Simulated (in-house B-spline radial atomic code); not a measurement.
A fraction x of an electron is removed from 4s in Sr³⁺, starting from [Ar] 3d10 4s2 4p5 and keeping the highest spin. Computed with an all-electron radial atomic-structure program (B-spline basis): scalar-relativistic (X2C) revTPSS, spin-polarised, spherical fractional occupations, Fermi nucleus of rms radius 4.224 fm.

```tsv
x	E(x) - E(0) (eV)	4s down level (eV)
0	0.0000	-68.800
0.05	3.4581	-69.524
0.25	17.6535	-72.433
0.33	23.4948	-73.600
0.48	?	?
0.5	?	?
0.56	40.8099	-76.968
0.67	49.3652	-78.584
0.83	62.1269	-80.938
1	76.0993	-
```

Q: What belongs in the row x = 0.48?

A: An energy change of 34.6994 eV; 4s down at -75.795 eV.

Q: What belongs in the row x = 0.5?

A: An energy change of 36.2182 eV; 4s down at -76.088 eV.

Q: Check Janak's theorem between x = 0.05 and 0.25.

A: The slope of the energy is 70.98 eV; the orbital levels give 70.98 eV (-ε of the emptying orbital, averaged over the two points).
